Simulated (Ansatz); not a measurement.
One geometry of FH4InOSi (`O[SiH2][InH][F]`), several functionals.

```yaml
crystal:
  periodic: [false, false, false]
  atoms:
    - {symbol: O, position_ang: [-0.686264, 1.254394, -0.969555]}
    - {symbol: Si, position_ang: [0.539165, 1.022498, 0.095229]}
    - {symbol: In, position_ang: [0.154324, -1.457575, 0.608602]}
    - {symbol: F, position_ang: [-1.408785, -1.426807, -0.663099]}
    - {symbol: H, position_ang: [-1.207304, 0.448132, -1.121811]}
    - {symbol: H, position_ang: [0.407344, 1.891163, 1.295305]}
    - {symbol: H, position_ang: [1.868174, 1.288584, -0.517268]}
    - {symbol: H, position_ang: [0.333337, -3.020400, 1.272606]}
basis:
  gaussian: {orbitals: def2-TZVPP}
hamiltonian: {xc: {name: wB97X-V}}
output: {orbitals: {seedname: orbitals}}
```

```sh
$ ansatz run in.yaml --threads 4 --pin off --events-out ev --progress --plain --max-ram 10444MiB
```

Shortened log:

```
Functional definition: wB97X-V
1286 factors; their error is unknown
277 factors; integrals over basis functions are off by at most 1.6e-5 eV
mean field evaluation 1: about -17875.1037 eV, gradient 6.2e1 eV
mean field evaluation 2: about -17871.0936 eV, gradient 8.4e1 eV
mean field evaluation 4: about -17881.4342 eV, gradient 4.0e0 eV
mean field evaluation 8: about -17881.4654 eV, gradient 4.2e-2 eV
mean field evaluation 16: about -17881.5088 eV, gradient 6.0e-5 eV
mean field -17881.50875555 eV, -657.1333262444 hartree, gradient 6.0e-5 eV, S^2 0.000000; 0 other end points of the search recorded, 0 dependent functions left out
reference -17881.50875295 eV, -657.1333261488 hartree; 28, 28 occupied and 182, 182 virtual orbitals, 1286 factors
Total energy: -17881.50875295 eV, -657.1333261488 hartree
```

Hardware: 4 threads of an Intel Xeon Platinum 8488C on a shared host. Wall time 4 s, peak host memory 0.62 GiB.

The same input with `hamiltonian: {xc: {name: wB97M-V}}` and forces (abridged; 5.5 s):

```
Functional definition: wB97M-V
mean field evaluation 16: about -17881.5012 eV, gradient 7.5e-5 eV
mean field -17881.50116915 eV, -657.1330474493 hartree, gradient 7.5e-5 eV, S^2 0.000000
Total energy: -17881.50123500 eV, -657.1330498692 hartree
Atom 0 force    -0.077399    -0.085763    -0.033107 eV/Å
Atom 1 force     0.199653     0.030279     0.149567 eV/Å
Atom 2 force     0.009617     0.019380     0.001943 eV/Å
Atom 3 force    -0.005166    -0.006146    -0.001737 eV/Å
Atom 4 force     0.018329     0.067752    -0.008562 eV/Å
Atom 5 force     0.020703    -0.110984    -0.149305 eV/Å
Atom 6 force    -0.165285    -0.033985     0.081539 eV/Å
Atom 7 force    -0.000453     0.119468    -0.040338 eV/Å
Dipole moment:     0.529358    -0.163771     0.481604 e Å
```

Changing it to `hamiltonian: {xc: {name: revPBE}, dispersion: d4}` (abridged; 1.1 s):

```
Functional definition: revPBE
mean field evaluation 16: about -17883.0165 eV, gradient 1.5e-4 eV
mean field -17883.01646280 eV, -657.1887334638 hartree, gradient 2.1e-5 eV, S^2 0.000000
Total energy: -17883.44319904 eV, -657.2044157315 hartree
```

Changing it to `hamiltonian: {xc: pbe, dispersion: d4}` and forces (abridged; 1.6 s):

```
Functional definition: PBE
mean field evaluation 16: about -17876.0809 eV, gradient 4.8e-4 eV
mean field -17876.08089666 eV, -656.9338561096 hartree, gradient 2.4e-5 eV, S^2 0.000000
Total energy: -17876.24075942 eV, -656.9397309574 hartree
Atom 0 force    -0.143885     0.481543    -0.275101 eV/Å
Atom 1 force     0.233975    -0.089048     0.217022 eV/Å
Atom 2 force     0.336897     0.047143     0.256719 eV/Å
Atom 3 force    -0.336054    -0.000701    -0.270575 eV/Å
Atom 4 force    -0.236515    -0.399517    -0.058806 eV/Å
Atom 5 force    -0.008475     0.096915     0.144969 eV/Å
Atom 6 force     0.159856     0.027697    -0.063830 eV/Å
Atom 7 force    -0.005799    -0.164032     0.049600 eV/Å
Dipole moment:     0.477596    -0.138297     0.431378 e Å
```

The same input with `hamiltonian: {xc: r2scan, dispersion: d4}` and forces (abridged; 2.4 s):

```
Functional definition: r2SCAN
mean field evaluation 16: about -17884.1003 eV, gradient 5.9e-4 eV
mean field -17884.10030573 eV, -657.2285639571 hartree, gradient 3.0e-5 eV, S^2 0.000000
Total energy: -17884.13616450 eV, -657.2298817424 hartree
Atom 0 force    -0.028620     0.015912    -0.027561 eV/Å
Atom 1 force     0.036890    -0.013547     0.032998 eV/Å
Atom 2 force     0.067737     0.005879     0.053288 eV/Å
Atom 3 force    -0.021671     0.010934    -0.020724 eV/Å
Atom 4 force    -0.016816    -0.026980    -0.005429 eV/Å
Atom 5 force     0.008490    -0.006976    -0.018584 eV/Å
Atom 6 force    -0.017103     0.003818     0.013246 eV/Å
Atom 7 force    -0.028906     0.010961    -0.027234 eV/Å
Dipole moment:     0.497470    -0.140287     0.448077 e Å
```

The same input with `hamiltonian: {xc: {name: PBE-QIDH}}` (abridged; 3 s):

```
Functional definition: PBE-QIDH
mean field evaluation 16: about -17859.0599 eV, gradient 1.1e-4 eV
mean field -17859.05988896 eV, -656.3083456137 hartree, gradient 8.9e-6 eV, S^2 0.000000
11 core orbitals not correlated: weight in the atoms' cores, before any rotation towards them, 1.000 or more for the frozen orbitals, at most 0.000 for the correlated occupied ones
second order -27.67893709 eV of doubles, -0.00000000 eV of singles
Total energy: -17868.28621600 eV, -656.6474068786 hartree
```
